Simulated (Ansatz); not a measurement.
```yaml
crystal:
  periodic: [false, false, false]
  atoms:
    - {symbol: C, position_ang: [-0.409158, -1.848098, 0.394084]}
    - {symbol: C, position_ang: [-0.264678, -0.366822, -0.379083]}
    - {symbol: O, position_ang: [-0.391570, -0.169399, -1.711208]}
    - {symbol: O, position_ang: [0.033284, 0.746437, 0.562754]}
    - {symbol: As, position_ang: [0.060043, 2.584121, -0.404153]}
    - {symbol: H, position_ang: [-1.308162, -1.794381, 1.220836]}
    - {symbol: H, position_ang: [0.624034, -2.101870, 0.996186]}
    - {symbol: H, position_ang: [-0.642439, -2.718309, -0.424720]}
    - {symbol: H, position_ang: [0.843991, 3.261245, 0.958558]}
    - {symbol: H, position_ang: [1.547616, 2.349730, -1.210004]}
basis:
  gaussian: {orbitals: cc-pVTZ-DK}
hamiltonian: {xc: {name: CCSD(T)}, dispersion: rvv10}
output: {forces: true}
```

```sh
$ ansatz run in.yaml --threads 4 --pin off --events-out ev --progress --plain --max-ram 10444MiB
```

Question: How does Ansatz answer? (Best estimate.)

Answer: Ansatz gave: The input was rejected before any iteration.
```
Error: YAML parse error: error: line 16 column 19: hamiltonian.xc: no functional is named "CCSD(T)"; the names, which are not case-sensitive, are SVWN5, SPW92, PBE, PBE0, PBEsol, revPBE, revPBE0, RPBE, rPW86-PBE, HSE06, wPBEh, LC-wPBE, HISS, HF, BLYP, B3LYP, B3LYP5, BHLYP, CAM-B3LYP, r2SCAN, r2SCANh, r2SCAN0, r2SCAN50, m-r2SCAN, B97, wB97, wB97X, wB97X-V, B97M-V, wB97M-V, B2PLYP, B2GP-PLYP, PBE0-DH, PBE-QIDH
14 | basis:
15 |   gaussian: {orbitals: cc-pVTZ-DK}
16 | hamiltonian: {xc: {name: CCSD(T)}, dispersion: rvv10}
17 | output: {forces: true}
```

HSE06 is defined as in plane-wave codes.
